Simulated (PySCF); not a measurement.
# LaP: from constants to spectrum

RHF-CCSD(T) constants of LaP, singlet, about 0.1 electrons in the 4f shell (Mulliken) (PySCF, spin-free X2C with a Gaussian nucleus, basis sets La x2c-SVPall, P x2c-SVPall; masses 138.9063 and 30.9738 u):

| Property | Result |
| --- | --- |
| ωe | 408.9 cm⁻¹ |
| ωexe | 0.942 cm⁻¹ |
| Be | 0.11316 cm⁻¹ |
| αe | 0.000368 cm⁻¹ |
| D (centrifugal) | 3.47e-08 cm⁻¹ |
| De to La (5d1 6s2) + P | 3.03 eV |

Problem. Give the vibrational terms G(v) and spacings up to v = 6.

Solution. G(v) = ωe(v+½) − ωexe(v+½)².

| v | G(v) (cm⁻¹) | G(v) − G(v−1) | Bv (cm⁻¹) |
| --- | --- | --- | --- |
| 0 | 204.2 |  | 0.1130 |
| 1 | 611.2 | 407.0 | 0.1126 |
| 2 | 1016.4 | 405.1 | 0.1122 |
| 3 | 1419.6 | 403.2 | 0.1119 |
| 4 | 1821.0 | 401.4 | 0.1115 |
| 5 | 2220.5 | 399.5 | 0.1111 |
| 6 | 2618.1 | 397.6 | 0.1108 |

A state of this spin cannot dissociate to the ground-state fragments, so its own limit lies higher than the one that De refers to.

Correlated steps freeze 23 core orbitals. Correlated levels converge slowly with the basis: in double zeta they bind strong bonds too weakly, by up to about 1 eV, and carry superposition errors of some tenths. Spin–orbit coupling is left out, which matters for elements this heavy, above all for dissociation energies. Where the molecule has an RHF reference, its open-shell atoms are computed with UHF. The CCSD T1 diagnostic is raised, a sign that a single reference may not be enough here.
